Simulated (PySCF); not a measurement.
## Identify the compound

The spectra below were simulated for a compound C$_{6}$H$_{5}$ClO$_{2}$P$_{2}$.

¹H NMR (400 MHz, computed): δ 10.84 (m, 1H), 9.36 (m, 1H), 4.13 (s, 3H).

¹³C{¹H} NMR (computed): δ 198.1 (CH), 179.0 (C), 177.3 (C), 163.3 (CH), 145.8 (C), 54.3 (CH3).

PySCF calculation with shielding tensors at PBE0/pcSseg-1 (GIAO) and coordinates at the GFN2-xTB level; non-relativistic Hamiltonian, in vacuum, rapidly exchanging positions averaged, one computed conformer.

References, each an isolated molecule treated in the same way: ¹H, ¹³C against TMS.

Propose a structure and justify it.

## Answers


6 carbon signals for 6 carbons: no two carbons are equivalent. Carbon types of the structure: 3 × C, 2 × CH, 1 × CH3, which accounts for all hydrogens. δC 198.1, 163.3: aromatic CH. δC 179.0: aromatic carbon bearing chlorine. δC 177.3: ester carbonyl carbon; lone-pair donation from the attached heteroatom keeps it upfield of a ketone carbonyl. δC 145.8: substituted aromatic carbon. δC 54.3: methyl carbon bonded to O; deshielded by the electronegative neighbour. δH 10.84, 9.36: hydrogen on an aromatic CH. δH 4.13: hydrogen on a methyl carbon bonded to O; its carbon carries O, an electronegative neighbour.

The compound is SMILES COC(=O)c1cpcpc1Cl.

The shifts were computed for this structure.

Carbons that carry Cl, above all several Cl atoms, come out too deshielded, partly because spin–orbit coupling is missing. Splittings by ³¹P in the carbon and heteronuclear signals aren't shown, as no couplings were computed. Shifts are as computed. Against solution values, carbons near 30 ppm lie about +3 ppm off and those near 130 ppm about +5 ppm; carbons on Cl a further +6 ppm. Of 1211 compounds with measured shifts, 218 miss one by over three times the rms of a fit or turn the order of signals round; such compounds aren't used in these exercises. No couplings were computed; multiplicities are counted from neighbouring protons, with m where these are inequivalent, close in shift, in a saturated or five-membered ring or joined by F or P, and br s for small geminal =CH2 splittings.
